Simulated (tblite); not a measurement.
C4H5O3S (doublet state).
Numbering: `[H]/[C:1]=[CH:2]\[C@@H:3]([CH:4]=[O:5])[SH:6](=[O:7])=[O:8]` (hydrogens: H9 on C1; H10 on C2; H11 on C3; H12 on C4; H13 on S6)

Structure used (GFN2-xTB), in Å, numbered top down from 1:
```xyz
13
C4H5O3S angstrom
C      2.4008    0.1074    0.4246
C      1.1740   -0.2200    0.6139
C      0.0984   -0.2967   -0.4532
C     -0.8938   -1.3725   -0.2164
O     -1.4055   -1.5409    0.8614
S     -0.9499    1.1868   -0.1157
O     -0.1436    2.3577    0.0078
O     -2.0528    1.1919   -1.0230
H      3.1208    0.3937   -0.3003
H      0.7816   -0.4664    1.5956
H      0.4780   -0.2271   -1.4685
H     -1.1637   -1.9833   -1.0929
H     -1.4486    0.8698    1.1491
```

Computed values, GFN2-xTB/tblite, gas phase, harmonic and unscaled. This tight-binding method is rough: wavenumbers can miss measured ones by several per cent, in bad cases by 10 to 20. Modes of hydrogen on sulfur can be 10 to 20 % off. One conformer, not necessarily the lowest. Open shells enter through the occupations alone, without spin polarisation, and single modes of such species can be off by tens of per cent.

Harmonic wavenumbers (cm⁻¹): 53.7, 64.5, 119.0, 146.9, 184.7, 238.7, 305.9, 342.3, 374.6, 477.7, 576.7, 629.5, 637.3, 722.2, 856.8, 895.7, 924.5, 958.0, 990.0, 1013.9, 1059.3, 1135.5, 1175.1, 1233.2, 1289.1, 1339.8, 1699.1, 1735.1, 2069.9, 2825.8, 2988.6, 3023.8, 3240.0.

A = 2184, B = 1874, C = 1151 MHz; mass 132.996 u (most abundant isotopes); point group C1, symmetry number 1; spin multiplicity 2.

Problem. Zero-point energy?

Solution. ½Σν̃ = 17663 cm⁻¹ = 211.30 kJ/mol.

Problem. What is S at 500 K and 1 bar for an ideal gas of classical rigid rotors and harmonic oscillators?

Solution. Translation 180.59, rotation 126.17, vibration 175.84, spin (R ln 2) 5.76: S = 488.4 J/(mol K).

Problem. And Cp and H(500 K) − H(0)?

Solution. Cp = 189.99 J/(mol K), of which vibrations give 156.73 (their classical limit is 33 R = 274.4); H(500 K) − H(0) = 60.27 kJ/mol without the zero-point energy, 43.64 from vibrations.

Problem. What must be added to the electronic energy to get the Gibbs energy at 500 K and 1 bar?

Solution. ZPE + [H(500 K) − H(0)] − T·S = 211.30 + 60.27 − 244.18 = 27.39 kJ/mol.

Problem. Which modes carry the vibrational entropy at 500 K?

Solution. 53.7 cm⁻¹: 23.85; 64.5 cm⁻¹: 22.33; 119.0 cm⁻¹: 17.27; 146.9 cm⁻¹: 15.54; 184.7 cm⁻¹: 13.67; 238.7 cm⁻¹: 11.60 J/(mol K); the other 27 give 71.59 together.

Problem. Blend soft modes into free rotors: weight 1/[1 + (100 cm⁻¹/ν̃)⁴] for the oscillator and the rest for a rotor with moment μB/(μ + B), μ = h/(8π²ν), B = 10⁻⁴⁴ kg m². What vibrational entropy results?

Solution. 161.73 J/(mol K) in place of 175.84, which changes −T·S at 500 K by +7.06 kJ/mol.

Hindered rotation and anharmonicity are outside this model. Other conformers, if any are populated, would add a mixing term that is left out. The structure is chiral; the term R ln 2 for an equal mix with its mirror image is left out.
